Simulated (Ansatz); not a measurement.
Basis-set extrapolation for CH5AlFNS (`[NH2][Al]([SH])[CH2]F`) (PBE0-D4/def2-TZVP geometry, frozen core, Ansatz). Multiplicity 1, RHF reference.

```csv
,def2-TZVPP,def2-QZVPP
HF,-834.301788,-834.329243
MP2 correlation,-0.885638,-0.959015
CCSD(T) correlation,-0.962586,not run
```

Energies in hartree. Use E(X) = E(∞) + A·exp(−7.88·√X) for Hartree–Fock and E(X) = E(∞) + B·X^(−2.97) for correlation, with X = 3 and 4, and add CCSD(T) minus MP2 of the smaller set to the MP2 limit.

Task: What is the CCSD(T) energy at the basis-set limit?

Result: HF limit: -834.329243 + (-0.027455) × 0.13774 = -834.33302. MP2 limit: -0.959015 + (-0.073377) × 0.74074 = -1.01337. Higher-order term: -0.962586 − (-0.885638) = -0.07695. Total: -835.42334 hartree, 417.4 kJ/mol below CCSD(T)/def2-TZVPP.
